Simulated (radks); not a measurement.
Q: Radial electron density D(r) = 4 pi r^2 rho(r) of an atom or ion with 13.4 electrons. Calculated with a radial shooting solver on a logarithmic mesh with Libxc functionals: Dirac Kohn-Sham, BLYP, spin-unpolarised, spherical densities, point nucleus.

```
   r/bohr * D(r) (the largest magnitude, 15.8, reaches the edge; | marks zero)
  0.01239 |        *
  0.01587 |            *
  0.02034 |                 *
  0.02606 |                         *
   0.0334 |                                 *
   0.0428 |                                          *
  0.05485 |                                                  *
  0.07029 |                                                      *
  0.09007 |                                                     *
   0.1154 |                                              *
   0.1479 |                                     *
   0.1895 |                                 *
   0.2429 |                                    *
   0.3112 |                                            *
   0.3988 |                                                 *
   0.5111 |                                            *
    0.655 |                              *
   0.8393 |               *
    1.076 |       *
    1.378 |     *
    1.766 |     *
    2.263 |    *
      2.9 |  *
    3.717 |*
    4.763 *
    6.103 *
    7.821 *
```

What is the nuclear charge?

A: Z = 14. The innermost maximum, from 1s, lies near gamma/Z bohr with gamma = sqrt(1 - (Z/c)^2) = 0.995, here 0.0711 bohr (found: 0.0749), and its height grows with Z. The density is that of the silicon ion Si0.6+ in [Ne] 3s1.4 3p2; the configuration itself is not fixed sharply by these data, and Z only to about a unit. D(r) has 3 maxima, at r = 0.0749, 0.405, 1.79 bohr, and minima at 0.194, 1.40 bohr, inside which lie 2.19, 10.40 electrons.
